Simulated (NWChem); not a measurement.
System: GaNH4O; SMILES [NH2][GaH][OH]

Here is an NWChem input.

```
start job
memory heap 200 mb stack 900 mb global 1100 mb
geometry units angstroms noautoz
  Ga    -0.381632    -0.089454    -0.008151
  H     -1.927324    -0.169441    -0.083138
  O      0.533983    -1.624398    -0.021082
  H      1.490150    -1.534195     0.028986
  N      0.551030     1.459708     0.091848
  H      1.559334     1.532708     0.142897
  H      0.111566     2.371449     0.107865
end
basis spherical
  Ga library 6-31g*
  H library 6-31g*
  O library 6-31g*
  N library 6-31g*
end
dft
  xc xwpbe 1.00 cpbe96 1.0 hfexch 1.00
  cam 0.4 cam_alpha 0.0 cam_beta 1.0
  iterations 150
  vectors input atomic output neutral.movecs
end
task dft energy
charge 1
dft
  odft
  mult 2
  vectors input atomic output cation.movecs
end
task dft energy
```

Parts of the log:

```
             Northwest Computational Chemistry Package (NWChem) 7.3.0
             --------------------------------------------------------

 C1  symmetry detected

                             Geometry "geometry" -> ""
                             -------------------------

 Output coordinates in angstroms (scale by  1.889725989 to convert to a.u.)

  No.       Tag          Charge          X              Y              Z
 ---- ---------------- ---------- -------------- -------------- --------------
    1 Ga                  31.0000    -0.33277467    -0.02110905    -0.00007018
    2 H                    1.0000    -1.88059847    -0.09476915     0.00054797
    3 O                    8.0000     0.57490506    -1.56081313    -0.00011094
    4 H                    1.0000     1.53273143    -1.47441819     0.00169937
    5 N                    7.0000     0.60991502     1.52520823    -0.00039964
    6 H                    1.0000     1.61979564     1.59414413     0.00056832
    7 H                    1.0000     0.17544046     2.43947121     0.00304484

 Effective nuclear repulsion energy (a.u.)     195.9743188365

  pbe96 is a nonlocal functional; adding pw91lda local functional.

                                 NWChem DFT Module
                                 -----------------

 Summary of "ao basis" -> "ao basis" (spherical)
 ------------------------------------------------------------------------------
       Tag                 Description            Shells   Functions and Types
 ---------------- ------------------------------  ------  ---------------------
 Ga                          6-31g*                 12       32   5s4p3d
 H                           6-31g*                  2        2   2s
 O                           6-31g*                  6       14   3s2p1d
 N                           6-31g*                  6       14   3s2p1d

            General Information
            -------------------
          SCF calculation type: DFT
          Wavefunction type:  closed shell.
          No. of atoms     :     7
          No. of electrons :    50
           Alpha electrons :    25
            Beta electrons :    25
          Charge           :     0
          Spin multiplicity:     1
          Use of symmetry is: off; symmetry adaption is: off
          Maximum number of iterations: 150
          AO basis - number of functions:    68
                     number of shells:    32
          Convergence on energy requested:  1.00D-06
          Convergence on density requested:  1.00D-05
          Convergence on gradient requested:  5.00D-04

              XC Information
              --------------
                     Hartree-Fock (Exact) Exchange  1.000
                     LC-wPBE(h)Exchange Functional  1.000
            Perdew 1991 LDA Correlation Functional  1.000 local
           PerdewBurkeErnz. Correlation Functional  1.000 non-local

           Range-Separation Parameters
           ---------------------------
           Alpha           :  0.00
           Beta            :  1.00
           Gamma           :  0.40
           Short-Range HF  :     F

             Grid Information
             ----------------
          Grid used for XC integration:  medium
          Radial quadrature: Mura-Knowles
          Angular quadrature: Lebedev.
          Tag              B.-S. Rad. Rad. Pts. Rad. Cut. Ang. Pts.
          ---              ---------- --------- --------- ---------
          Ga                  1.30      112           8.0       590
          H                   0.35       45          10.0       434
          O                   0.60       49          10.0       434
          N                   0.65       49           8.0       434
          Grid pruning is: on
          Number of quadrature shells:   390
          Spatial weights used:  Erf1

      Superposition of Atomic Density Guess
      -------------------------------------

 Sum of atomic energies:       -2053.98641895

      Non-variational initial energy
      ------------------------------

 Total energy =   -2054.802797
 1-e energy   =   -3252.575468
 2-e energy   =    1001.798353
 HOMO         =      -0.346416
 LUMO         =       0.002820

   convergence    iter        energy       DeltaE   RMS-Dens  Diis-err
 ---------------- ----- ----------------- --------- --------- ---------
 d= 0,ls=0.0,diis     1  -2056.5495377900 -2.25D+03  1.40D-02  9.10D-01
 d= 0,ls=0.0,diis     2  -2056.5807935066 -3.13D-02  5.86D-03  7.68D-01
 d= 0,ls=0.0,diis     3  -2056.6508594031 -7.01D-02  1.45D-03  1.29D-02
 d= 0,ls=0.0,diis     4  -2056.6520709286 -1.21D-03  4.18D-04  3.80D-03
 d= 0,ls=0.0,diis     5  -2056.6523934384 -3.23D-04  1.32D-04  1.43D-04
  Resetting Diis
 d= 0,ls=0.0,diis     6  -2056.6524100031 -1.66D-05  3.19D-05  2.80D-06
 d= 0,ls=0.0,diis     7  -2056.6524106888 -6.86D-07  1.09D-05  8.15D-07
 d= 0,ls=0.0,diis     8  -2056.6524107210 -3.22D-08  5.24D-06  9.77D-07

         Total DFT energy =    -2056.652410720983
      One electron energy =    -3254.502224767528
           Coulomb energy =     1093.618868209054
    Exchange-Corr. energy =      -91.743372998981
 Nuclear repulsion energy =      195.974318836472

 Numeric. integr. density =       49.999980407393

                       DFT Final Molecular Orbital Analysis
                       ------------------------------------

 Vector   23  Occ=2.000000D+00  E=-4.313027D-01
              MO Center=  5.1D-01, -1.1D+00, -6.3D-04, r^2= 2.0D+00
   Bfn.  Coefficient  Atom+Function         Bfn.  Coefficient  Atom+Function
  ----- ------------  ---------------      ----- ------------  ---------------
    38      0.540681  3 O  py                42      0.382320  3 O  py
    12     -0.226878  1 Ga py                54      0.200249  5 N  py
    40     -0.197633  3 O  s                 58      0.130972  5 N  py
    18      0.111221  1 Ga d -2              10     -0.109950  1 Ga s
     8      0.100698  1 Ga py                36     -0.099464  3 O  s

[...]
```

Level: LC-wPBE (HJS exchange hole, range parameter 0.4 per bohr)/6-31G* (spherical d), vertical spin-unrestricted ions. Geometry: optimised at PBE0/def2-SVP.
